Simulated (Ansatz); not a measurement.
Geometry optimisation, RKS PBE-D4/def2-mTZVP in Ansatz.

The input (input.yaml):

```yaml
crystal:
  periodic: [false, false, false]
  atoms:
    - { symbol: "N", position_ang: [0.6215, -1.5313, -0.7715] }
    - { symbol: C, position_ang: [-0.5433, -1.1319, 0.0329] }
    - { symbol: O, position_ang: [-1.4273, -1.9956, 0.3356] }
    - { symbol: Al, position_ang: [-0.6828, 0.7289, 0.6754] }
    - { symbol: "N", position_ang: [0.5329, 2.0417, 0.1921] }
    - { symbol: Cl, position_ang: [-2.4886, 1.2678, 1.9432] }
    - { symbol: H, position_ang: [0.7105, -2.4653, -1.119] }
    - { symbol: H, position_ang: [1.3263, -0.7568, -1.0575] }
    - { symbol: H, position_ang: [0.08615, 2.68415, -0.40712] }
    - { symbol: H, position_ang: [0.78267, 2.52417, 1.09712] }
basis:
  gaussian: { orbitals: def2-mTZVP }
hamiltonian:
  xc: pbe
  dispersion: d4
relax:
  f_tol: 0.015
  max_steps: 40
```

Launched with:

```bash
$ ansatz run input.yaml --threads 2 --pin off --max-ram 3072MiB --backend cpu --events-out ev --progress --plain --runs-dir out
```

Task: Where does it end, and by what steps?

Result: The forces met the threshold. After 34 steps the energy has fallen by 1.269 eV; H8 moved furthest, 1.80 Å. Joined: O3–Al4 (2.84 → 1.89 Å).

| step | energy less start (eV) | largest force component (eV/Å) | accepted |
| --- | --- | --- | --- |
| 0 | 0.0000 | 3.873 | yes |
| 2 | -0.6404 | 1.135 | yes |
| 4 | -0.7906 | 0.803 | yes |
| 6 | -0.9245 | 0.438 | yes |
| 8 | -0.9302 | 0.286 | yes |
| 10 | -0.9384 | 0.059 | yes |
| 12 | -0.9452 | 0.057 | yes |
| 14 | -0.9497 | 0.137 | yes |
| 16 | -0.9537 | 0.361 | yes |
| 18 | -0.9576 | 0.144 | yes |
| 20 | -0.9630 | 0.228 | yes |
| 22 | -0.9704 | 0.708 | yes |
| 24 | -0.9846 | 0.100 | yes |
| 26 | -1.0282 | 0.778 | yes |
| 28 | -1.1917 | 0.842 | yes |
| 30 | -1.2641 | 0.137 | yes |
| 32 | -1.2683 | 0.021 | yes |
| 34 | -1.2687 | 0.006 | yes |

```xyz
10
Properties=species:S:1:pos:R:3
N 0.674 -1.986 -0.484
C 0.075 -0.885 -0.052
O -1.100 -0.560 -0.539
Al -0.613 0.767 0.711
N -0.201 2.388 0.111
Cl -1.548 0.657 2.618
H 0.220 -2.592 -1.175
H 1.575 -2.264 -0.109
H 0.183 2.601 -0.806
H -0.347 3.240 0.646
```

The run took 2.3 min on 2 threads of AMD EPYC 7R13 Processor (Zen 3) (shared host), peak memory 0.2 GiB.
